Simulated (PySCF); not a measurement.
A calculated (PW91, PySCF 2.14, dyall-av2z, no relativity, point nucleus) atom or ion has these occupied shells.

| shell | electrons | orbital energy (eV) | rms radius, mean of both spins (bohr) |
| --- | --- | --- | --- |
| 1s α | 1 | -31652.1 | 0.0332 |
| 1s β | 1 | -31652.0 | 0.0332 |
| 2s α | 1 | -4769.8 | 0.134 |
| 2s β | 1 | -4769.7 | 0.134 |
| 2p α | 3 | -4482.7 | 0.116 |
| 2p β | 3 | -4482.7 | 0.116 |
| 3s α | 1 | -961.50 | 0.350 |
| 3s β | 1 | -961.45 | 0.350 |
| 3p α | 3 | -840.75 | 0.342 |
| 3p β | 3 | -840.70 | 0.342 |
| 3d α | 5 | -616.21 | 0.314 |
| 3d β | 5 | -616.17 | 0.314 |
| 4s α | 1 | -168.15 | 0.818 |
| 4s β | 1 | -168.04 | 0.818 |
| 4p α | 3 | -125.92 | 0.858 |
| 4p β | 3 | -125.80 | 0.858 |
| 4d α | 5 | -53.965 | 0.988 |
| 4d β | 5 | -53.769 | 0.988 |
| 5s α | 1 | -17.089 | 2.16 |
| 5p α | 3 | -7.987 | 2.65 |
| 5p β | 3 | -7.373 | 2.65 |

(1) Name the element and its charge.

Results:

(1) I (iodine, neutral), in [Kr] 4d10 5s1 5p6, 2S determinant (an excited configuration).
